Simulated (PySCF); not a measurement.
## Ionisation energy of Al⁺ by level of theory

Al⁺ [Ne] 3s2 (1S) → Al²⁺ [Ne] 3s1 (2S), as a difference of total energies. Computed with PySCF 2.14 in aug-cc-pwCVDZ (6s5p3d, 36 functions), with the non-relativistic Hamiltonian (point nucleus). Correlated levels: valence: [Ne] frozen. The calculations carry no spin-orbit coupling.

```
           method  ionisation energy (eV)
              UHF                  17.540
    MP2 (valence)                  18.235
SCS-MP2 (valence)                  18.374
   CCSD (valence)                  18.595
```

Errors of the correlated levels include the incompleteness of this basis and the frozen core.

With two correlated electrons CCSD is exact in that space.

Which method comes closest to the reference value, and which is furthest?

The reference is 18.829 eV (measured; NIST Atomic Spectra Database, ionization energies). Closest: CCSD (valence) (error -0.234 eV); furthest: UHF (error -1.289 eV).
